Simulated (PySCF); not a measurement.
**Electronic absorption of C5H10O2Si**

Species: C₅H₁₀O₂Si.
InChI=1S/C5H10O2Si/c6-2-4-1-5(4,8)3-7/h3-4,6H,1-2H2,8H3/t4-,5-/m0/s1

The calculation used PySCF 2.14.0, density-fitted response routines, TDDFT CAM-B3LYP/def2-SVPD, vertical, gas phase, core orbitals frozen in the response. Geometry: GFN2-xTB, one conformer, isolated molecule. Torsions of this conformer, `[O:1]=[CH:2][C@@:3]1([SiH3:4])[CH2:5][C@H:6]1[CH2:7][OH:8]`: O1–C2–C3–Si4 5°, C5–C6–C7–O8 -99°, H–O8–C7–C6 58°.

What does the calculation give for the low-lying excited states?

```csv
state,E (eV),E (hartree),f,"main configurations (H = HOMO, L = LUMO)"
S1,4.43,0.1630,0.0003,H→L (89%)
S2,6.51,0.2394,0.012,"H-1→L (51%), H-2→L (35%)"
S3,7.03,0.2582,0.135,"H-2→L (54%), H-1→L (28%)"
S4,7.14,0.2624,0.025,"H-1→L+1 (50%), H→L+1 (12%), H-3→L+1 (10%)"
S5,7.54,0.2770,0.026,"H→L+1 (24%), H→L+3 (22%), H→L+2 (22%)"
S6,7.87,0.2891,0.015,H-3→L (68%)
S7,7.88,0.2897,0.043,"H→L+2 (52%), H→L+3 (35%)"
S8,8.01,0.2942,0.011,"H-4→L (56%), H-7→L (13%)"
```

Triplets (Tamm–Dancoff): T1 3.86 eV, H→L (87%); T2 5.49 eV, H-1→L (30%), H-3→L (22%), H-2→L (13%); T3 6.32 eV, H-2→L (61%), H-1→L (26%).

The lowest singlet lies at 4.43 eV (280 nm, ultraviolet) and is dark (f under 0.0005); its leading configuration is HOMO→LUMO (89%). The strongest level in the table is S3 at 7.03 eV (176 nm, f = 0.135). S1 has the pattern of n→π* at C=O. Of the 8 states listed, 7 reach f = 0.01 and 1 stays under 0.0005. Orbital energies (eV): HOMO-3 -10.54, HOMO-2 -10.16, HOMO-1 -9.65, HOMO -9.17, LUMO 0.13, LUMO+1 0.92, LUMO+2 1.30. The oscillator strengths of these states sum to 0.268; summed over the whole spectrum of an exact calculation they would give the number of electrons, 70 (Thomas–Reiche–Kuhn). Singlets were solved by full linear response, triplets in the Tamm–Dancoff approximation.
